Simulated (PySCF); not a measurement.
C₃H₇NSi₂, SMILES C1=N[SiH2]C=C1[SiH3]. Atoms are numbered in the order given.

```xyz
13

Si    -0.0927    -2.4427     0.0000
C     -0.0319    -0.5589     0.0000
C     -1.1236     0.2440     0.0000
Si    -0.4483     2.0004     0.0000
N      1.2550     1.5006     0.0000
C      1.2587     0.2236     0.0000
H     -0.8097    -2.9381    -1.2134
H      1.2994    -2.9853     0.0000
H     -0.8097    -2.9381     1.2134
H     -2.1461    -0.1435     0.0000
H     -0.7880     2.7882     1.2193
H     -0.7880     2.7882    -1.2193
H      2.2121    -0.3353     0.0000
```

Geometry optimised at PBE0-D3(BJ)/def2-SVP. The geometry has at least one imaginary mode, so it is a saddle point at that level. The structure was generated by enumeration, and PubChem lists no compound with its InChIKey, so it may never have been made.

Method: PBE0-D3(BJ)/def2-SVP run with PySCF.

Frequencies are harmonic and unscaled.

Computed harmonic wavenumbers and intensities:
```
mode  ν (cm⁻¹)  IR (km/mol)  moving atoms (share of kinetic energy)
----  --------  -----------  --------------------------------------
1          90i          0.1                                  H 94 %
2          130          0.0                 C 49 %, H 30 %, Si 21 %
3          191          0.9                 C 46 %, H 25 %, Si 22 %
4          280          0.5                  H 43 %, N 28 %, C 28 %
5          372          0.0                          Si 82 %, H 9 %
6          457          0.2                          H 51 %, C 46 %
7          554         46.4                 Si 36 %, C 31 %, N 27 %
8          570         29.0           H 65 %, Si 18 %, C 9 %, N 9 %
9          632         31.4                 H 74 %, Si 14 %, C 12 %
10         664         29.5                          H 78 %, C 12 %
11         707          1.8         C 30 %, H 28 %, N 22 %, Si 20 %
12         708         58.8                  H 71 %, C 15 %, N 10 %
13         751         35.5                 H 55 %, C 25 %, Si 14 %
14         778         13.7         N 33 %, C 31 %, H 24 %, Si 12 %
15         864         24.7                          H 74 %, C 25 %
16         902        350.5                          H 74 %, C 18 %
17         934         75.7                                  H 89 %
18         939         42.1                                  H 97 %
19         944         26.8                                  H 96 %
20         948        116.4                 H 46 %, C 37 %, Si 10 %
21         991          1.3                          H 63 %, C 36 %
22        1016         42.6                          C 59 %, H 37 %
23        1212         29.1                          H 55 %, C 44 %
24        1355          3.8                   H 77 %, C 14 %, N 9 %
25        1579         14.2                                  C 91 %
26        1692         64.2                          C 62 %, N 35 %
27        2232         94.8                                  H 99 %
28        2236         94.7                                  H 96 %
29        2239         91.8                                  H 96 %
30        2250         79.6                                  H 98 %
31        2251         92.9                                  H 96 %
32        3084         37.1                           H 92 %, C 8 %
33        3218          0.3                           H 91 %, C 9 %
```
